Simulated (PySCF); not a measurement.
Compound: C₃HN₃Si.
SMILES: `N#C[SiH](C#N)C#N`

Level of theory: PBE0-D3(BJ)/def2-SVP geometry optimisation, gas phase (PySCF 2.14.0).

Take the most abundant isotopes and a rigid rotor. 

(1) What are A, B and C (GHz)?

(2) What kind of rotor is it?

(3) What does the inertial defect say?

(4) Give the other two planar moments, Paa and Pbb, and the rms extents of the mass along the axes.

(5) Where do the R-branch lines fall?

Results:

(1) Ia = 241.08, Ib = 243.41, Ic = 438.95 u·Å²; 505379 MHz·u·Å²/I gives 2096, 2076 and 1151 MHz, that is A = 2.0963, B = 2.0763, C = 1.1513 GHz.

(2) An oblate symmetric top, as the point group C3v requires two equal moments; the computed ones differ by 0.96 % because the geometry is symmetric only within the optimiser's tolerance. Ray's parameter κ = (2B − A − C)/(A − C) = 0.958; −1 is the prolate and +1 the oblate limit.

(3) Not planar: Δ = Ic − Ia − Ib = -45.55 u·Å². For a rigid frame Δ = −2 Σ m c², so Σ m c² = 22.77 u·Å² lies off the ab plane: 4.42 from hydrogen and 18.36 from heavier atoms. The atom farthest from that plane is 2.09 Å away.

(4) Paa = Σ m a² = (Ib + Ic − Ia)/2 = 220.64 and Pbb = Σ m b² = (Ia + Ic − Ib)/2 = 218.31 u·Å². With the mass M = 106.99 u, the rms extents √(P/M) along a, b and c are 1.44, 1.43, 0.46 Å.

(5) The dipole of 2.85 D lies along the symmetry axis, so ΔK = 0 and J+1 ← J falls at 2B(J+1) for every K: 4.17 GHz, 8.35 GHz, 12.52 GHz, 16.69 GHz, 20.86 GHz for J = 0 to 4.

Whether it is a minimum is left open (no frequencies). Constants of a rigid frame at the computed geometry: no zero-point averaging, no centrifugal distortion.
